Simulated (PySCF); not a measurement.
Te(OH)(SeH) (H2OSeTe), SMILES [SeH][Te]O. Heavy atoms are numbered as in [Te:1]([OH:2])[SeH:4]. Hydrogens are named by the atom that carries them.

Coordinates come from a B3LYP-D3(BJ)/def2-SVP optimisation. The def2 effective core potentials stand for the cores of Te; spin–orbit coupling is left out. The values are those of a single conformer.

The numbers are results of PySCF with ωB97X/def2-TZVPD, not measurements.

Mulliken values depend strongly on the basis, most of all with diffuse functions as here. ESP charges are fitted to the potential on shells at 1.4 to 2.0 van der Waals radii. Atomic charges (e), one atom of each kind:

```csv
atom,ESP fit,Mulliken
Te1,0.19,0.39
O2 (OH),-0.51,-0.66
H on O2,0.36,0.34
Se4 (SeH),-0.18,-0.22
H on Se4,0.14,0.15
```
